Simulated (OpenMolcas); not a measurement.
Systems:
- [MnF4]-, a model complex in vacuum: square planar, Mn–F 1.84 Å; shape imposed, not necessarily the one it adopts

Method: state-averaged CASSCF on the open d shell, ANO basis sets as named, scalar-relativistic DKH2 or scalar-relativistic X2C, RICD, in OpenMolcas. State energies are spin-free and vertical. Orbital splittings and repulsion parameters are fits to the integrals of the highest spin's CASSCF orbitals.

| case | ground state | first state of the same spin (cm⁻¹) | first state of another spin (cm⁻¹) | Racah B (cm⁻¹) | basis functions |
|---|---|---|---|---|---|
| ANO-RCC-VDZP | 5B1g | 5B2g 18290 | 3B1g(1) 23050 | 1121 | 90 |
| ANO-RCC-MB | 5B1g | 5B2g 25810 | 3B1g(1) 20470 | 927 | 38 |
| ANO-RCC-VDZ | 5B1g | 5B2g 18290 | 3B1g(1) 23010 | 1117 | 63 |
| ANO-R1 | 5B1g | 5B2g 18710 | 3B1g(1) 22910 | 1116 | 92 |

No ligand orbital and no second metal shell is active in the minimal space. All energies are vertical, at one fixed geometry that need not be a minimum. CASSCF on this space leaves out dynamic correlation. A perturbation step moves a level of ANO-RCC-VDZP by 1.3 eV (SC-NEVPT2) from CASSCF, too much for a small correction, so neither level is settled. Where B1 and B2 labels occur, x and y lie along in-plane bonds. A perturbation step moves a level of ANO-RCC-VDZ by 1.3 eV (SC-NEVPT2) from CASSCF, too much for a small correction, so neither level is settled. A perturbation step moves a level of ANO-R1 by 1.3 eV (SC-NEVPT2) from CASSCF, too much for a small correction, so neither level is settled.
